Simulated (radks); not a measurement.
The numbers below are computed, except where a source is named.
Neutral technetium, 43 electrons, occupied as [Kr] 4d5 5s2. Code: a radial shooting solver on a logarithmic mesh with Libxc functionals. Model: Dirac Kohn-Sham, BLYP, spin-unpolarised, spherical densities, finite nucleus; open shells fill j = l - 1/2 first; Fermi nuclear charge, rms radius 4.4112 fm.

Unscreened Slater integrals over Kohn-Sham orbitals (eV). Large and small components are both included. Empty in this configuration: 5p1/2.

F0(5s1/2,5s1/2): 7.4286
F0(5s1/2,4d5/2): 9.0258
G2(5s1/2,4d5/2): 1.8652
F0(5s1/2,4d3/2): 9.0471
G2(5s1/2,4d3/2): 1.8166
F0(5s1/2,4p3/2): 9.4880
G1(5s1/2,4p3/2): 0.57311
F0(5s1/2,5p1/2): 6.0284
G1(5s1/2,5p1/2): 3.5817
F0(4d5/2,4d5/2): 14.322
F2(4d5/2,4d5/2): 6.9591
F4(4d5/2,4d5/2): 4.4828
F0(4d5/2,4d3/2): 14.415
F2(4d5/2,4d3/2): 7.0083
G2(4d5/2,4d3/2): 7.0060
G4(4d5/2,4d3/2): 4.5147
F0(4d5/2,4p3/2): 16.753
F2(4d5/2,4p3/2): 7.9269
G1(4d5/2,4p3/2): 9.7795
G3(4d5/2,4p3/2): 5.9230
F0(4d5/2,5p1/2): 6.7283
G3(4d5/2,5p1/2): 0.68561
F0(4d3/2,4d3/2): 14.510
F2(4d3/2,4d3/2): 7.0595
F0(4d3/2,4p3/2): 16.896
F2(4d3/2,4p3/2): 8.0360
G1(4d3/2,4p3/2): 9.9495
G3(4d3/2,4p3/2): 6.0284
F0(4d3/2,5p1/2): 6.7373
G1(4d3/2,5p1/2): 0.90174
F0(4p3/2,4p3/2): 20.730
F2(4p3/2,4p3/2): 10.862
F0(4p3/2,5p1/2): 6.9189
G2(4p3/2,5p1/2): 0.23993
F0(5p1/2,5p1/2): 5.2132
